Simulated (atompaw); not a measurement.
**Which change was made? (Co, PAW (atompaw))**

```json
{"Element": "cobalt", "Generator": "atompaw 4.2.0.5", "Type": "PAW", "Functional": "PBE", "Relativity": "scalar-relativistic", "Frozen core": "[Ne]", "Valence charge": "17", "Reference configuration": "3s2 3p6 3d7 4s2 4p0", "Partial waves": "3s (bound): rc 1.20 bohr; 4s (bound): rc 1.35 bohr; 3p (bound): rc 1.35 bohr; 4p (bound, empty): rc 1.35 bohr; 3d (bound): rc 1.35 bohr; 3d channel at 0.1 Ry: rc 1.35 bohr", "Local potential": "ultrasoft scheme with l = 3 at 0 Ry, radius 0.95 bohr", "Core correction": "smooth core density matched at 0.75 bohr", "Augmentation charge": "sinc compensation charge, radius 1.05 bohr; PAW radius 1.35 bohr; waves and projectors: custom polynom2 7 10 vanderbiltortho"}
```

Cutoffs, loose and tight: the cutoffs (Ry, on a coarse ladder) from which the occupation-weighted sum of valence levels, in a spherical-Bessel basis at the reference potential, stays within 10 and 1 mRy of its value at 400 Ry. They see the waves, projectors and local potential, not the compensation charge or the core.

The base gives: outcome: generated; cutoff, loose: 300 Ry; cutoff, tight: over 300 Ry; bound ghosts: none.

After one change the result is: outcome: failed: atompaw: The overlap operator has at least one negative eigenvalue!. Which change was it?
A. all radii scaled by about 1.17 (s 1.40, p 1.58, d 1.58 bohr); local potential ultrasoft scheme with l = 3 at 0 Ry, radius 1.10 bohr; augmentation sinc compensation charge, radius 1.22 bohr; PAW radius 1.58 bohr; waves and projectors: custom polynom2 7 10 vanderbiltortho; core correction smooth core density matched at 0.88 bohr
B. augmentation sinc compensation charge, radius 1.05 bohr; PAW radius 1.35 bohr; waves and projectors: custom rrkj gramschmidtortho
C. augmentation sinc compensation charge, radius 1.05 bohr; PAW radius 1.35 bohr; waves and projectors: custom polynom gramschmidtortho

B. The others give: all radii scaled by about 1.17 (s 1.40, p 1.58, d 1.58 bohr); local potential ultrasoft scheme with l = 3 at 0 Ry, radius 1.10 bohr; augmentation sinc compensation charge, radius 1.22 bohr; PAW radius 1.58 bohr; waves and projectors: custom polynom2 7 10 vanderbiltortho; core correction smooth core density matched at 0.88 bohr → outcome: generated; cutoff, loose: 140 Ry; cutoff, tight: 300 Ry; bound ghosts: none | augmentation sinc compensation charge, radius 1.05 bohr; PAW radius 1.35 bohr; waves and projectors: custom polynom gramschmidtortho → outcome: generated; cutoff, loose: 80 Ry; cutoff, tight: 140 Ry; bound ghosts: none.
